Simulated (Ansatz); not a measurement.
Two spin states of ZrO, each at its own minimum; 2S+1 = 1, 3, 5, 7 were tried, and the measured ground state has 1. No spin–orbit coupling.

| level | energy of the multiplicity-3 state above the multiplicity-1 state (kJ/mol) |
|---|---|
| PBE/def2-TZVPP | -15.7 |
| PBE0/def2-TZVPP | -25.6 |
| wB97X-V/def2-TZVPP | -0.8 |
| CCSD/def2-TZVPP | 13.8 |
| CCSD(T)/def2-TZVPP | 28.6 |

The rows run from -25.6 (PBE0/def2-TZVPP) to 28.6 kJ/mol (CCSD(T)/def2-TZVPP). The 3 functionals in def2-TZVPP without D3 or D4 span 24.9, from PBE0 to wB97X-V.

Each state is the lowest solution found for its spin in def2 and cc sets. The singlet is a restricted closed-shell determinant, which can mix singlet states where a π or δ shell is part-filled.

Correlated levels freeze the inner cores; with def2 sets outer-core shells near the valence are correlated too.

Doubts at one or more of the structures used: a restricted determinant that unrestricted orbitals would lower (CCSD/def2-TZVPP, CCSD(T)/def2-TZVPP).

Codes used: Ansatz (Gaussian orbitals). Each number belongs to the level named beside it. In def2 rows elements past Kr take small-core potentials, without spin–orbit coupling.

Ansatz is a quantum-chemistry and plane-wave program.
